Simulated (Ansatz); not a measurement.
Z-matrix (Å, degrees):
```
Si
O 1 1.620
H 1 1.499 2 111.7
H 1 1.491 2 111.3 3 119.9
H 1 1.490 2 110.8 3 -119.7
In 2 1.993 1 135.9 3 -8.5
N 6 2.010 2 114.4 1 -7.4
N 6 2.006 2 112.2 1 173.0
H 7 1.011 6 114.0 2 23.2
H 7 1.010 6 116.7 2 151.7
H 8 1.010 6 116.7 2 150.8
H 8 1.011 6 113.9 2 22.4
```

Charge 0, multiplicity 1. In: def2 effective core potential.

Problem. List the B3LYP/def2-TZVPP orbital energies in eV (the Gaussian-basis code of Ansatz). (Estimate.)

Solution. Ansatz gave: Occupied: -1798.79, -519.65, -389.31, -389.30, -143.23, -127.21, -98.57, -98.54, -98.54, -83.93, -83.68, -83.61, -25.74, -23.26, -22.97, -20.93, -20.89, -20.86, -20.53, -20.44, -14.08, -13.11, -13.04, -12.13, -10.31, -10.10, -9.89, -9.61, -8.03, -7.89, -7.40, -7.23. Lowest empty: -1.57, -0.60, 0.13, 0.31, 1.36, 1.59, 1.87, 1.96.

B3LYP here is the variant with VWN-RPA as its local correlation; programs differ in this.
